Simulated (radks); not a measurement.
Question: Hg+, 79 electrons, occupied as [Xe] 4f14 5d10 6s0.75 5f0.25 (fractional occupations, a model configuration). Method: Dirac Kohn-Sham, exchange-only LDA, spin-unpolarised, spherical densities, point nucleus; open shells fill j = l - 1/2 first; computed with a radial shooting solver on a logarithmic mesh with Libxc functionals. Some entries of the table are withheld. Estimate them.

orbital  occ.  eigenvalue (eV)  <r> (bohr)
1s1/2       2        -82990.12     0.01659
2s1/2       2        -14704.87     0.06927
2p1/2       2        -14110.95     0.05694
2p3/2       4        -12165.00     0.06561
3s1/2       2        -3495.641      0.1802
3p1/2       2        -3227.991      0.1705
3p3/2       4        -2797.073      0.1864
3d3/2       4        -2353.202      0.1622
3d5/2       6        -2260.818      0.1670
4s1/2       2        -774.9974      0.3993
4p1/2       2        -660.3657      0.4013
4p3/2       4        -556.0710      0.4357
4d3/2       4        -368.5614      0.4428
4d5/2       6        -349.1231      0.4540
5s1/2       2        -127.6337      0.9017
4f5/2       6        -107.5491      0.4795
4f7/2       8        -103.3560      0.4863
5p1/2       2         -89.6895         (1)
5p3/2       4         -71.2400         (2)
5d3/2       4         -20.5952         (3)
5d5/2       6         -18.7114         (4)
6s1/2    0.75         -15.4407       2.488
6p1/2       0          -8.9337       3.123
6p3/2       0          -7.6346       3.489
7s1/2       0          -3.9444       6.891
6d3/2       0          -2.6894       7.427
6d5/2       0          -2.6466       7.616
5f5/2    0.25          -1.4232       12.91
5f7/2       0          -1.4232       12.92
6f5/2       0              (5)       22.12
6f7/2       0              (6)       22.12

Answer: 
(1) 5p1/2 <r> (bohr): 0.9712
(2) 5p3/2 <r> (bohr): 1.069
(3) 5d3/2 <r> (bohr): 1.438
(4) 5d5/2 <r> (bohr): 1.500
(5) 6f5/2 eigenvalue (eV): -0.7791
(6) 6f7/2 eigenvalue (eV): -0.7790
